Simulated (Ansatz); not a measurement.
Si8O26H20⁺. Charge 1, multiplicity 2. Geometry PBE-D4/def2-SVP, that of the neutral singlet; atoms count from 1.

```xyz
54

Si   -0.555    0.391   -1.057
Si   -3.094    0.848    0.796
Si    0.291   -0.456   -3.779
Si    0.510    0.390    3.524
Si   -0.687   -3.284    0.754
Si    2.334    1.581   -0.407
Si    1.400   -2.081   -1.291
Si   -1.494    3.193   -0.099
O    -0.554   -4.624    1.715
O    -1.129   -1.974    1.665
O    -3.130    0.413    2.382
O    -1.640   -3.571   -0.561
O     0.988   -3.137    0.294
O     2.904   -1.715   -0.736
O    -0.089   -1.365   -1.032
O     1.373   -3.435   -2.243
O     1.703   -0.864   -2.904
O    -0.272   -0.965    4.041
O     1.369    1.032    4.789
O    -0.676    1.442    2.954
O    -1.853    0.032    0.000
O     1.621    0.149    2.291
O     3.498    0.743    0.459
O     2.204    3.162    0.003
O     0.950    0.689   -0.256
O     2.784    1.384   -2.033
O     0.637    0.494   -5.088
O    -4.509    0.417    0.054
O    -0.737    0.330   -2.768
O    -0.128   -1.990   -4.275
O    -2.807    2.499    0.651
O    -0.298    3.551    1.085
O    -0.862    2.129   -1.144
O    -1.866    4.694   -0.690
H    -1.345   -4.877    2.220
H    -1.474   -1.220    1.101
H    -2.328    0.779    2.842
H    -1.507   -2.825   -1.188
H     1.559   -3.904    0.500
H     3.130   -0.905   -0.213
H     1.045   -3.243   -3.146
H     2.287   -0.074   -2.660
H    -0.688   -1.466    3.291
H     1.184    0.578    5.630
H    -0.415    2.223    2.410
H     1.188    0.076    1.403
H     3.183    0.616    1.393
H     1.323    3.400    0.394
H     3.616    1.812   -2.305
H     0.415    1.432   -4.942
H    -5.276    0.417    0.652
H    -0.965   -2.083   -4.761
H    -0.432    4.426    1.498
H    -2.686    4.738   -1.212
```

Single mean-field runs in def2-SVP are fitted with def2-universal-jkfit. In the doublet geometry the species has come apart into loosely held pieces.

Estimate the Mulliken populations of the heavy atoms from the PBE0/def2-SVP orbitals of Ansatz.


```
atom  charge (e)  spin (α − β)
 Si1        1.21         -0.03
 Si2        0.99         -0.01
 Si3        0.99         -0.01
 Si4        0.93         -0.03
 Si5        1.01          0.00
 Si6        0.97         -0.01
 Si7        1.06         -0.03
 Si8        1.02         -0.02
  O9       -0.39          0.00
 O10       -0.50          0.00
 O11       -0.40          0.03
 O12       -0.38          0.00
 O13       -0.47          0.01
 O14       -0.40          0.01
 O15       -0.66          0.21
 O16       -0.33          0.10
 O17       -0.52          0.00
 O18       -0.39          0.10
 O19       -0.35          0.09
 O20       -0.49          0.03
 O21       -0.67          0.00
 O22       -0.48          0.02
 O23       -0.42          0.04
 O24       -0.38          0.02
 O25       -0.65          0.14
 O26       -0.47          0.00
 O27       -0.36          0.00
 O28       -0.36          0.03
 O29       -0.54          0.07
 O30       -0.42          0.00
 O31       -0.57          0.05
 O32       -0.49          0.02
 O33       -0.55          0.15
 O34       -0.37          0.01
```
Mulliken values depend strongly on the basis.

Where does the spin sit?

Summed by element: Si -0.13, O 1.15, H -0.02, of 1 unpaired in all. Largest on single atoms: O15 0.21, O33 0.15, O25 0.14.

And the Mayer bond orders between heavy atoms (over 0.3)?

Si1–O15 0.63 (1.82 Å); Si1–O21 0.94 (1.71 Å); Si1–O25 0.77 (1.73 Å); Si1–O29 0.95 (1.72 Å); Si1–O33 0.76 (1.77 Å); Si2–O11 1.22 (1.64 Å); Si2–O21 0.89 (1.69 Å); Si2–O28 1.23 (1.65 Å); Si2–O31 0.97 (1.68 Å); Si3–O17 0.84 (1.71 Å); Si3–O27 1.25 (1.65 Å); Si3–O29 1.07 (1.64 Å); Si3–O30 1.14 (1.67 Å); Si4–O18 1.18 (1.65 Å); Si4–O19 1.18 (1.66 Å); Si4–O20 1.01 (1.69 Å); Si4–O22 1.04 (1.68 Å); Si5–O9 1.22 (1.65 Å); Si5–O10 1.10 (1.66 Å); Si5–O12 1.21 (1.65 Å); Si5–O13 0.76 (1.74 Å); Si6–O23 1.08 (1.67 Å); Si6–O24 1.30 (1.64 Å); Si6–O25 0.90 (1.65 Å); Si6–O26 0.99 (1.70 Å); Si7–O13 0.45 (1.95 Å); Si7–O14 1.24 (1.64 Å); Si7–O15 0.92 (1.67 Å); Si7–O16 1.21 (1.66 Å); Si7–O17 0.38 (2.04 Å); Si8–O31 1.04 (1.66 Å); Si8–O32 0.89 (1.72 Å); Si8–O33 1.11 (1.62 Å); Si8–O34 1.24 (1.66 Å).
